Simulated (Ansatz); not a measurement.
Conformers of `CC(C)OB(S)Cl`, each relaxed with PBE0-D4/def2-TZVP in Ansatz. CBS adds the triple-zeta coupled-cluster correction to the MP2 limit.

Not all of them had a frequency check.

Conformer A:

Z-matrix (Å, degrees):
```
C
C 1 1.512
H 1 1.092 2 110.2
H 1 1.092 2 110.8 3 -119.8
H 1 1.093 2 110.3 3 119.8
C 2 1.510 1 113.1 3 -60.2
O 2 1.436 1 108.9 3 -179.2
H 2 1.094 1 109.5 3 62.6
H 6 1.092 2 110.1 1 61.3
H 6 1.092 2 110.5 1 -58.5
H 6 1.091 2 110.8 1 -178.7
B 7 1.337 2 125.3 1 -90.3
S 12 1.807 7 120.9 2 178.6
Cl 12 1.775 7 122.8 2 -1.5
H 13 1.344 12 94.9 7 -0.1
```

Conformer B:

Z-matrix (Å, degrees):
```
C
C 1 1.512
H 1 1.092 2 110.9
H 1 1.092 2 110.3 3 120.4
H 1 1.092 2 110.2 3 -119.8
C 2 1.510 1 113.1 3 179.9
O 2 1.434 1 108.9 3 -61.1
H 2 1.094 1 109.5 3 57.1
H 6 1.092 2 110.1 1 -61.2
H 6 1.092 2 110.4 1 58.6
H 6 1.091 2 110.8 1 178.8
B 7 1.336 2 125.8 1 90.4
S 12 1.810 7 116.8 2 -178.6
Cl 12 1.777 7 122.5 2 1.6
H 13 1.341 12 95.8 7 -179.7
```

Task: Which is lowest in electronic energy at CCSD(T)/CBS (frozen core, def2 sets), and by how much? (Estimate.)

Result: The calculation gave: A; B lies 0.8 kJ/mol higher. Gaps under about 2 kJ/mol don't settle the order.

Task: Give the energies relative to A (kJ/mol) with PBE0-D4/def2-TZVPP, B3LYP-D4/def2-TZVPP, ωB97X-V/def2-TZVPP, B3LYP/def2-TZVPP, HF/def2-TZVPP, HF/def2-QZVPP, SCS-MP2/def2-QZVPP. (Best estimate.)

Result: Ansatz gave: 
```csv
level,B
PBE0-D4/def2-TZVPP,0.9
B3LYP-D4/def2-TZVPP,1.0
ωB97X-V/def2-TZVPP,0.9
B3LYP/def2-TZVPP,1.1
HF/def2-TZVPP,0.8
HF/def2-QZVPP,0.8
SCS-MP2/def2-QZVPP,0.8
```

B3LYP here is the variant with VWN-RPA as its local correlation; programs differ in this.
